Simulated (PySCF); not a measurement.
SMILES CS/C=C\SC (C4H8S2) at its GFN2-xTB optimised geometry (Å):

```
14

C      2.0945     1.5010     0.0725
S      3.0089    -0.0646     0.0051
C      1.8036    -1.3280     0.0000
C      0.4733    -1.3280     0.0000
S     -0.6549     0.0253     0.0000
C     -2.2116    -0.9022     0.0908
H      1.4592     1.5949    -0.8012
H      1.5090     1.5453     0.9841
H      2.8495     2.2813     0.0734
H      2.3128    -2.2813    -0.0087
H     -0.0390    -2.2778    -0.0064
H     -2.3070    -1.5450    -0.7801
H     -2.2381    -1.4846     1.0077
H     -3.0089    -0.1658     0.0965
```

Method: PBE0/def2-TZVP in PySCF. Cells within 0.4 Å of a nucleus heavier than hydrogen are left out (blank, or x).

Map of the electrostatic potential (hartree/e), clipped to [-0.08, 0.12] on the plane z = 0.0 Å:

```
|1111111111111111111111111|
|1111111111111111111111111|
|1111111111111111112221111|
|1111111111111111122222111|
|1111111111111111222322211|
|1111111111111112235532211|
|1111111111111123599963211|
|1122211111001139999973211|
|22222221111012599x9953211|
|2222222223443369xx9953111|
|2223344469999659999995100|
|2223699799999967999999100|
|2234999999xx997799xx99100|
|2224999999999999999999000|
|2223499xx9999999999994000|
|2222389999999x99x99962000|
|2222249996699999999531100|
|2222233444799999999621111|
|2222222333599944999521111|
|2222222223456433465321111|
|2222222222333322233221111|
|1222222222222222222211111|
|1122222222222222222111111|
|1112222222222222111111111|
|1111122222222111111111111|
```
Scale: ten equal steps from -0.023 (start of '0') to 0.120 (end of '9'), in the order '0123456789'; x runs from -5.50 to 5.50, y from -5.50 (bottom) to 5.50 (top).
